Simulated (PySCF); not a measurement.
Telling isomers of C₆H₉NO apart by NMR

PySCF 2.14 calculation with coordinates at the GFN2-xTB level and NMR shieldings at PBE0/pcSseg-1/GIAO; a single conformation, fast rotation and ring inversion assumed for equivalent nuclei, non-relativistic Hamiltonian, no solvent.

Referencing at the same level of theory: 1H (31.72 ppm), 13C (186.93 ppm) against TMS. Where no couplings were computed, multiplicities follow the n + 1 count of equivalent neighbours, and m marks all less simple cases (inequivalent or close neighbours, rings, F or P nearby). Shifts are as computed. Against solution values, carbons near 30 ppm lie about +3 ppm off and those near 130 ppm about +5 ppm. Of 1211 compounds with measured shifts, 218 miss one by over three times the rms of a fit or turn the order of signals round; such compounds aren't used in these exercises.

(1) Tabulate the signals of `CCCc1ccno1`, `CCCc1ncco1` and their relative energies.

(2) What is the quickest way to tell CCCc1ccno1 from CCCc1ncco1?

## Answers

(1) 
```json
{"SMILES": "CCCc1ccno1", "carbon types": "1×C 2×CH 2×CH2 1×CH3", "δC": "182.7, 154.5, 106.5, 32.4, 29.3, 15.0", "δH": "8.26 (m, 1H), 6.18 (m, 1H), 2.99 (t, 2H), 1.68 (m, 2H), 0.84 (t, 3H)", "E rel. (kcal/mol)": "24.6"}
{"SMILES": "CCCc1ncco1", "carbon types": "1×C 2×CH 2×CH2 1×CH3", "δC": "169.4, 144.2, 135.2, 34.0, 26.0, 14.6", "δH": "7.70 (m, 1H), 7.29 (m, 1H), 2.92 (t, 2H), 1.66 (m, 2H), 0.95 (t, 3H)", "E rel. (kcal/mol)": "0.0"}
```

Energies are electronic energies at PBE0/pcSseg-1 on these geometries, without zero-point or thermal terms, each for the one conformer computed, which needn't be the lowest.

(2) Both give the same number of carbon signals, with the same numbers of each carbon type, so the positions decide. The first has an aromatic CH at 106.5 ppm, the second an aromatic CH next to a ring nitrogen at 135.2 ppm. Their most deshielded carbons lie at 182.7 and 169.4 ppm. In the proton spectra the most deshielded non-exchanging signals are 8.26 (m, 1H) and 7.70 (m, 1H).
